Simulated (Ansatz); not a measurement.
Ge2Au⁺, relaxed as a quintet with UKS PBE-D4/def2-TZVP in Ansatz, starting from the PBE-D4/def2-TZVP geometry of the charge +1 singlet. Force threshold 0.02 eV/Å.

In the def2 sets Au takes a core potential; there is no spin–orbit coupling. At PBE-D4/def2-TZVP a triplet of charge 1 lies 3.01 eV below the quintet, each at its own geometry. The structure comes from a short search, and lower isomers may exist.

Start:

```
atom   x (Å)   y (Å)   z (Å)
 Au1  -1.062   0.376  -0.885
 Ge2   1.109  -0.870  -0.541
 Ge3  -0.047   0.494   1.426
```

(1) Estimate the energy that the relaxation releases and the steps that it takes.

(2) Does the start keep its bonding and symmetry?

(3) Predict the relaxed structure.

## Answers

(1) 3.5 kcal/mol, in 5 steps; 9.5 s on 4 threads of Arm Neoverse V1 on a shared host. No frequencies were taken in this run, so the end may be a saddle point.

(2) Bonds lost: Ge2–Ge3 (atoms count from 1). Point group C2v at the start, C2v at the end, both within 0.05 Å.

(3) 
| atom | x (Å) | y (Å) | z (Å) |
| --- | --- | --- | --- |
| Au1 | -0.9569 | 0.3384 | -0.7972 |
| Ge2 | 1.1452 | -0.9564 | -0.7358 |
| Ge3 | -0.1883 | 0.6181 | 1.5330 |
Bond lengths: 2 × Au–Ge 2.47 Å.
